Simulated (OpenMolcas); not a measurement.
Cl2+.

| Property | Result |
| --- | --- |
| Program | OpenMolcas |
| Basis | ANO-RCC-VQZP [6s5p3d2f1g] |
| Scalar Hamiltonian | DKH2, point nucleus |
| Active space | 5 electrons in 9 orbitals (RAS2 3s 3p; RAS3 3d, at most 2 electrons) |
| State averaging | 2S+1 = 4 odd, 1 root; 2S+1 = 2 odd, 11 roots; 2S+1 = 4 even, 3 roots; 2S+1 = 2 even, 9 roots |
| Spin-orbit coupling | RASSI with atomic mean-field integrals over the reference wave functions, term energies averaged over their components |

Two sets of levels on these reference wave functions, in cm-1 above 3s2 3p3 4S* 3/2: one from RASSCF and one from MS-RASPT2, IPEA 0.25 Eh, imaginary shift 0.1 Eh (closed shells correlated: 2s 2p).

```json
{"Level": "3s2 3p3 4S* 3/2", "Set 1": "0.0", "Set 2": "0.0"}
{"Level": "3s2 3p3 2D* 3/2", "Set 1": "18370", "Set 2": "22090"}
{"Level": "3s2 3p3 2D* 5/2", "Set 1": "18420", "Set 2": "22140"}
{"Level": "3s2 3p3 2P* 1/2", "Set 1": "30360", "Set 2": "34280"}
{"Level": "3s2 3p3 2P* 3/2", "Set 1": "30410", "Set 2": "34330"}
{"Level": "3s 3p4 4P 5/2", "Set 1": "98850", "Set 2": "98970"}
{"Level": "3s 3p4 4P 3/2", "Set 1": "99400", "Set 2": "99520"}
{"Level": "3s 3p4 4P 1/2", "Set 1": "99720", "Set 2": "99840"}
{"Level": "3s 3p4 2D 3/2", "Set 1": "124680", "Set 2": "127860"}
{"Level": "3s 3p4 2D 5/2", "Set 1": "124690", "Set 2": "127880"}
```

Problem. Which set is which?

Solution. Set 1 is MS-RASPT2. Its levels of the other terms of 3s2 3p3 lie at 0.83 to 0.89 of the other set's values, as expected, since terms of lower spin or lower L gain more correlation energy than the Hund ground term. Against 7 measured levels (Moore, Atomic Energy Levels, vol. I, NSRDS-NBS 35 (1971 reprint of NBS Circular 467, 1949)) the mean absolute deviation is 360 cm-1 with it and 2600 cm-1 without; single levels miss by up to 550 cm-1 with it.

CASPT2 breaks the degeneracy within a term, and the mean is taken; among the terms shown or strongly mixed into the levels shown the widest spread is 210 cm-1 (3s 3p4 2D, MS-RASPT2). The run also gave levels led by 3s2 3p2 3d, which use shells meant for correlation; these and all levels above them are left out. Some terms mix strongly with configurations of 3d, whose occupation reaches 0.31 (3s 3p4 4P, 3s 3p4 2D). Computed and measured levels are paired by configuration, term and J; levels that our copy of the source lacks, or whose pairing is in doubt (as where it misses far off the trend of its configuration), stay unpaired and out of the deviations. Only configurations of the active space appear. Levels that lie high or do not pair safely by name in every column are left out.

* marks odd parity.
